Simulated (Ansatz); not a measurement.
Ideal-gas functions of `[Ge-]#[Se+]` at 400 K and 1 bar, from an Ansatz frequency run at PBE0-D4/def2-TZVP.

Molar mass 151.57 g/mol, point group C∞v (symmetry number 1), electronic degeneracy 1, moments of inertia 173.277 u Å². Harmonic wavenumbers (cm⁻¹, unscaled): 420.

Use S(trans) = R[1.5 ln M + 2.5 ln T − 1.1517]; rotational temperatures θ = 24.2544 K / I; S(rot) = R[ln(T/σθ) + 1]; for each mode x = 1.438777 ν̃/T, S = R[x/(eˣ − 1) − ln(1 − e⁻ˣ)] and H = RT x/(eˣ − 1); 1 cm⁻¹ = 0.0119627 kJ/mol; R = 8.31446 J/(mol·K).

Question: By hand: the entropy, in J/(mol·K).

Answer: Translation 177.6. Rotation: θ = 0.14 K, giving 74.5. Vibration, mode by mode: 5.63, in all 5.6. Electronic 0.0. Sum 257.7 J/(mol·K).

Question: By hand: H − E and G − E in kJ/mol, counted from the electronic energy.

Answer: Zero-point energy ½ × 420 × 0.0119627 = 2.5; thermal vibration 1.4; translation, rotation and pV give 3.5 RT = 11.6. H − E = 15.5 kJ/mol, and G − E = 15.5 − 400 × 257.7/1000 = -87.6 kJ/mol.

Vibration gives 2 % of the entropy.
